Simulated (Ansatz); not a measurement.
Gas-phase electronic energies from Ansatz, PBE0-D4/def2-TZVP geometries. CBS: MP2 limit from def2 TZ/QZ plus the TZ coupled-cluster correction, frozen cores. This one scheme is used for every species. DFT in def2-TZVPP. B3LYP here is the variant with VWN-RPA as its local correlation; programs differ in this. Elements past krypton have def2 core potentials. For Sb outer-core shells are correlated without core-valence functions, which leaves a few kJ/mol of doubt a bond. One conformer a species, not always the lowest.

Consider the ligand exchange at the Si–N bond: `[OH][SbH][NH][SiH3]` + `C#CS` → `C#CS[SiH3]` + `[NH2][SbH][OH]`.

```json
{"level": "PBE-D4", "ΔE (kJ/mol)": "-7.0", "difference from CCSD(T)/CBS": "-9.6"}
{"level": "PBE0-D4", "ΔE (kJ/mol)": "-4.7", "difference from CCSD(T)/CBS": "-7.3"}
{"level": "B3LYP-D4", "ΔE (kJ/mol)": "2.9", "difference from CCSD(T)/CBS": "0.3"}
{"level": "ωB97M-V", "ΔE (kJ/mol)": "2.4", "difference from CCSD(T)/CBS": "-0.2"}
{"level": "PBE", "ΔE (kJ/mol)": "-8.6", "difference from CCSD(T)/CBS": "-11.2"}
{"level": "PBE0", "ΔE (kJ/mol)": "-6.1", "difference from CCSD(T)/CBS": "-8.7"}
{"level": "B3LYP", "ΔE (kJ/mol)": "0.6", "difference from CCSD(T)/CBS": "-2.0"}
{"level": "HF/def2-TZVPP", "ΔE (kJ/mol)": "7.8", "difference from CCSD(T)/CBS": "5.2"}
{"level": "MP2/def2-TZVPP", "ΔE (kJ/mol)": "3.2", "difference from CCSD(T)/CBS": "0.6"}
{"level": "SCS-MP2/def2-TZVPP", "ΔE (kJ/mol)": "6.1", "difference from CCSD(T)/CBS": "3.5"}
{"level": "CCSD/def2-TZVPP", "ΔE (kJ/mol)": "6.9", "difference from CCSD(T)/CBS": "4.3"}
{"level": "CCSD(T)/def2-TZVPP", "ΔE (kJ/mol)": "5.7", "difference from CCSD(T)/CBS": "3.1"}
{"level": "MP2/def2-QZVPP", "ΔE (kJ/mol)": "1.8", "difference from CCSD(T)/CBS": "-0.8"}
{"level": "SCS-MP2/def2-QZVPP", "ΔE (kJ/mol)": "4.6", "difference from CCSD(T)/CBS": "2.0"}
{"level": "HF/CBS(def2)", "ΔE (kJ/mol)": "8.6", "difference from CCSD(T)/CBS": "6.0"}
{"level": "CCSD/CBS(def2)", "ΔE (kJ/mol)": "3.9", "difference from CCSD(T)/CBS": "1.3"}
{"level": "CCSD(T)/CBS", "ΔE (kJ/mol)": "2.6", "difference from CCSD(T)/CBS": "0"}
```

Largest T1 diagnostic among the species: 0.014.
